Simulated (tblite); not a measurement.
Compound: C7H7S (doublet state).
Z-matrix (Å and degrees, GFN2-xTB geometry), rows numbered from 1:
```
S 
C   1  1.7169
C   2  1.4515  1  128.55
C   2  1.4983  1  129.16  3   -84.29
C   4  1.4718  2  122.50  3   109.74
C   5  1.3453  4  108.40  2   144.19
C   6  1.4438  5  109.19  4     0.13
C   7  1.3470  6  109.14  5     0.28
H   1  1.3376  2   95.72  3   149.58
H   3  1.0815  2  118.49  4  -103.94
H   3  1.0846  2  120.82  4   107.55
H   5  1.0735  4  123.30  2   -35.51
H   6  1.0749  5  126.64  4   179.99
H   7  1.0749  6  124.27  5   179.81
H   8  1.0745  4  123.29  2    34.59
```

Computed with GFN2-xTB (tblite): harmonic, unscaled wavenumbers at the GFN2-xTB geometry, gas phase. Errors from tens to a few hundred cm⁻¹ against measured bands are possible. Modes of hydrogen on sulfur can be 10 to 20 % off. One conformer, not necessarily the lowest. Open shells enter through the occupations alone, without spin polarisation, and single modes of such species can be off by tens of per cent.

Harmonic wavenumbers (cm⁻¹): 98.2, 119.9, 218.2, 275.9, 321.3, 342.1, 527.4, 536.7, 565.4, 669.9, 780.7, 787.1, 795.2, 845.3, 854.2, 862.6, 882.2, 891.0, 909.4, 999.3, 1032.7, 1045.7, 1074.8, 1089.5, 1151.5, 1188.0, 1281.0, 1332.1, 1397.8, 1458.1, 1510.0, 1602.6, 2374.4, 3016.6, 3059.4, 3126.3, 3133.0, 3143.3, 3152.0.

A = 3904, B = 1192, C = 1072 MHz; mass 123.027 u (most abundant isotopes); point group C1, symmetry number 1; spin multiplicity 2.

Task: Zero-point energy?

Result: ½Σν̃ = 24225 cm⁻¹ = 289.80 kJ/mol.

Task: What is S at 298.15 K and 1 bar for an ideal gas of classical rigid rotors and harmonic oscillators?

Result: Translation 168.87, rotation 119.48, vibration 70.39, spin (R ln 2) 5.76: S = 364.5 J/(mol K).

Task: And Cp and H(298.15 K) − H(0)?

Result: Cp = 129.21 J/(mol K), of which vibrations give 95.95 (their classical limit is 39 R = 324.3); H(298.15 K) − H(0) = 22.34 kJ/mol without the zero-point energy, 12.42 from vibrations.

Task: How do the functions run with temperature in this model?

Result: 
```
 T (K)  S (J/(mol K))  Cp (J/(mol K))  H − H(0) (kJ/mol)  G − H(0) (kJ/mol)  ln q(vib)
    50          238.1            42.0               1.79             -10.11       0.10
   100          271.9            57.3               4.27             -22.92       0.56
373.15          396.6           157.7              33.12            -114.89       4.76
   500          448.6           197.2              55.76            -168.54       7.10
   750          539.1           247.8             111.98            -292.33      11.81
  1000          614.9           278.5             178.06            -436.85      16.33
```

q(vib) and H(0) count from the zero-point level.

Task: Which modes carry the vibrational entropy at 298.15 K?

Result: 98.2 cm⁻¹: 14.60; 119.9 cm⁻¹: 12.98; 218.2 cm⁻¹: 8.26; 275.9 cm⁻¹: 6.52; 321.3 cm⁻¹: 5.45; 342.1 cm⁻¹: 5.03 J/(mol K); the other 33 give 17.55 together.

Hindered rotation and anharmonicity are outside this model. Other conformers, if any are populated, would add a mixing term that is left out. The structure is chiral; the term R ln 2 for an equal mix with its mirror image is left out.

The run took 0.49 s wall on Arm Neoverse V1, one thread, shared host. The figure is for the frequency step alone.
